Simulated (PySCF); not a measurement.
PySCF input file for C4H3ClF2, SMILES CC(Cl)=C=C(F)F, SMD-B3LYP/def2-SVP. The structure is a stationary point at B3LYP-D3(BJ)/def2-SVP. The structure was generated by enumeration, and PubChem lists no compound with its InChIKey, so it may never have been made.

```python
import numpy as np
from pyscf import gto, scf, dft
from pyscf.solvent import smd

mol = gto.M(
    atom='''
    C     1.69955119   -1.63667076    0.00000000
    C     0.37762391   -0.92986845    0.00000000
    Cl   -1.00684883   -2.03230004   -0.00000000
    C     0.17929103    0.36396129    0.00000000
    C    -0.02078429    1.65379712    0.00000000
    F    -0.13240748    2.40686299   -1.08112324
    F    -0.13240749    2.40686299    1.08112324
    H     1.77984956   -2.28418900   -0.88762571
    H     1.77984954   -2.28418900    0.88762572
    H     2.52597459   -0.91337026    0.00000001
    ''',
    basis='def2-SVP',
    charge=0,
    spin=0,
    max_memory=1600,
    verbose=3,
)
mf = dft.RKS(mol, xc='b3lyp').density_fit(auxbasis='def2-universal-jkfit')
mf.grids.level = 3
mf.conv_tol = 1e-9
mf.max_cycle = 100
mf.kernel()
res = {}
for name in ['water', 'diethylether', 'dichloromethane']:
    s = mf.SMD()
    s.with_solvent.solvent, s.with_solvent.sasa_ng = name, 302
    s.kernel(mf.make_rdm1())
    res[name] = (s.e_tot, s.with_solvent.get_cds(), s.dip_moment(), s.mo_energy, s.converged)
    print(f'SMD {name}: dG(solv) = {(s.e_tot - mf.e_tot) * 627.509474:.3f} kcal/mol, of which CDS {res[name][1] * 627.509474:.3f}')
```

Log of the run:

```
converged SCF energy = -813.641782413929
converged SCF energy = -813.638331540903
Dipole moment(X, Y, Z, Debye):  2.07070, -1.43806,  0.00000
SMD water: dG(solv) = 2.165 kcal/mol, of which CDS 4.679
converged SCF energy = -813.646021653871
Dipole moment(X, Y, Z, Debye):  1.92014, -1.33936, -0.00000
SMD diethylether: dG(solv) = -2.660 kcal/mol, of which CDS -0.924
converged SCF energy = -813.646726719366
Dipole moment(X, Y, Z, Debye):  1.99868, -1.39143,  0.00000
SMD dichloromethane: dG(solv) = -3.103 kcal/mol, of which CDS -0.958
```

Self-consistency was reached.
